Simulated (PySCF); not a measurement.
CH$_{5}$BOSi, CH$_{5}$BN, Al$_{2}$BH$_{4}$O (calculated)

All values are calculated (PySCF 2.14.0). Calculation on a computer-drawn molecule: the log of a Hartree-Fock and frozen-core CCSD(T) single point meant for a local Hartree-Fock minimum, with one planted fault or none, to be diagnosed. Offsets are logged minus clean, where the clean run is the same molecule without the fault. The reference is restricted for singlets and unrestricted otherwise, and also for a bond in bohr or an excited solution. Adding or removing an electron swaps singlet and doublet. The excited solution moves the top pair (singlet) or top alpha electron (doublet) to the lowest empty orbital. Highest occupied and lowest empty are orbital energies over both spins, largest force is the largest gradient component, triples share is (T) over the correlation energy, the T1 limit is 0.02 restricted and 0.045 unrestricted, electrons count all cores, a negative frequency is imaginary (commonest isotopes), and the dipole is about the centre of nuclear charge.

Common to all runs: logged SCF converged yes; logged CC converged yes; logged SCF stable within its kind yes; possible faults no fault, one electron removed, one electron added, multiplicity raised by two, geometry at a saddle point, SCF held on an excited solution, minimal basis STO-3G, one bond length entered in bohr, all coordinates scaled.

```json
{"entry": 1, "formula": "CH5BOSi", "logged_structure": {"atoms_angstrom": [["C", -1.0134, -0.2768, -1.0954], ["Si", 0.4367, 0.4247, -2.1234], ["B", 1.7807, 1.3883, -0.8933], ["O", 2.5628, 1.9512, -0.1636], ["H", -1.556, 0.5367, -0.5655], ["H", -0.6487, -1.0047, -0.3378], ["H", -1.7352, -0.7999, -1.761], ["H", -0.0367, 1.4355, -3.1342], ["H", 1.1941, -0.6671, -2.832]]}, "given": {"meant_charge": 0, "meant_multiplicity": 1, "meant_basis": "cc-pV(D+d)Z", "logged_electrons": 38, "logged_basis_functions": 90, "logged_spin_squared": 0.0, "logged_highest_occupied [eV]": -12.895, "logged_lowest_empty [eV]": 2.6936, "logged_largest_force [hartree/bohr]": 0.025876, "logged_T1_diagnostic": 0.0174, "logged_D1_diagnostic": 0.051104, "logged_triples_share": 0.031454, "logged_dipole_magnitude [debye]": 4.1429, "logged_energy_HF [hartree]": -429.32912, "logged_energy_CCSD(T) [hartree]": -429.89743, "drawn_bonds_atom": [1, 2, 3, 1, 1, 1, 2, 2], "drawn_bonds_other_atom": [2, 3, 4, 5, 6, 7, 8, 9], "drawn_bonds_order": [1, 1, 2, 1, 1, 1, 1, 1]}, "results": {"planted_fault": "all coordinates scaled, by +1.8 %", "HF_energy_offset_from_clean_run [kcal/mol]": 1.807, "CCSD(T)_energy_offset_from_clean_run [kcal/mol]": -0.4867}}
{"entry": 2, "formula": "CH5BN", "logged_structure": {"atoms_angstrom": [["C", -0.0613, -0.9097, -0.4618], ["B", -0.6913, 0.4419, -0.0252], ["N", -1.4873, 1.1899, -0.8972], ["H", -0.203, -1.3385, -1.4517], ["H", 0.5586, -1.5065, 0.1996], ["H", -0.5058, 0.8777, 1.0822], ["H", -1.6955, 0.9072, -1.8324], ["H", -1.9026, 2.0597, -0.6395]]}, "given": {"meant_charge": 0, "meant_multiplicity": 2, "meant_basis": "cc-pVDZ", "logged_electrons": 22, "logged_basis_functions": 67, "logged_spin_squared": 0.0, "logged_highest_occupied [eV]": -17.542, "logged_lowest_empty [eV]": -7.0387, "logged_largest_force [hartree/bohr]": 0.066202, "logged_T1_diagnostic": 0.03809, "logged_D1_diagnostic": 0.15009, "logged_triples_share": 0.033127, "logged_dipole_magnitude [debye]": 3.4329, "logged_energy_HF [hartree]": -119.62004, "logged_energy_CCSD(T) [hartree]": -120.03773, "drawn_bonds_atom": [1, 2, 1, 1, 2, 3, 3], "drawn_bonds_other_atom": [2, 3, 4, 5, 6, 7, 8], "drawn_bonds_order": [1, 1, 1, 1, 1, 1, 1]}, "results": {"planted_fault": "one electron removed", "HF_energy_offset_from_clean_run [kcal/mol]": 194.7, "CCSD(T)_energy_offset_from_clean_run [kcal/mol]": 198.2}, "notes": ["T1 above single-reference limit"]}
{"entry": 3, "formula": "Al2BH4O", "logged_structure": {"atoms_angstrom": [["B", -0.6368, -0.2967, -2.8437], ["Al", -0.0157, 1.7203, -2.027], ["O", -0.9961, 2.0283, -0.7463], ["Al", -1.8638, 2.6242, 0.6252], ["H", -0.9961, -1.3574, -3.2376], ["H", 1.1531, 2.4013, -2.7818], ["H", -1.2907, 2.208, 2.0192], ["H", -3.1356, 3.4744, 0.3018]]}, "given": {"meant_charge": 1, "meant_multiplicity": 1, "meant_basis": "cc-pV(D+d)Z", "logged_electrons": 42, "logged_basis_functions": 94, "logged_spin_squared": 2.0148, "logged_highest_occupied [eV]": -15.092, "logged_lowest_empty [eV]": -7.5137, "logged_largest_force [hartree/bohr]": 0.022934, "logged_T1_diagnostic": 0.029179, "logged_D1_diagnostic": 0.14887, "logged_triples_share": 0.024142, "logged_dipole_magnitude [debye]": 6.9378, "logged_energy_HF [hartree]": -585.40609, "logged_energy_CCSD(T) [hartree]": -585.79952, "drawn_bonds_atom": [1, 2, 3, 1, 2, 4, 4], "drawn_bonds_other_atom": [2, 3, 4, 5, 6, 7, 8], "drawn_bonds_order": [1, 1, 1, 1, 1, 1, 1]}, "results": {"planted_fault": "multiplicity raised by two", "HF_energy_offset_from_clean_run [kcal/mol]": 55.95, "CCSD(T)_energy_offset_from_clean_run [kcal/mol]": 64.36}}
```
